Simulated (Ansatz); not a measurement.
Reaction (ligand exchange at a B–S bond): `BSCO` + `C[SiH](N)Cl` → `BN[SiH](C)Cl` + `OCS`

Gas-phase electronic energies from Ansatz, PBE0-D4/def2-TZVP geometries. CCSD(T)/CBS adds triple-zeta CCSD(T) − MP2 to the extrapolated MP2 energy (def2 sets, frozen cores). DFT in def2-TZVPP. Each species was taken in one conformer, which may not be the lowest.

```tsv
level	ΔE (eV)
r2SCAN-D4	-0.14
PBE	-0.10
```

(1) What does CCSD(T)/CBS give? (Estimate.)

Largest T1 diagnostic among the species: 0.014.

Results:

(1) Computed: -0.22 eV. The listed levels differ from it by 0.08, 0.12 eV.

From PBE to PBE0 (25 % exact exchange), in def2-TZVPP and without D4, ΔE moves by −0.05 eV. In def2-TZVPP, CCSD(T) changes the Hartree–Fock value by +0.09 eV (the triples alone add +0.03 eV) and MP2 by +0.11 eV.
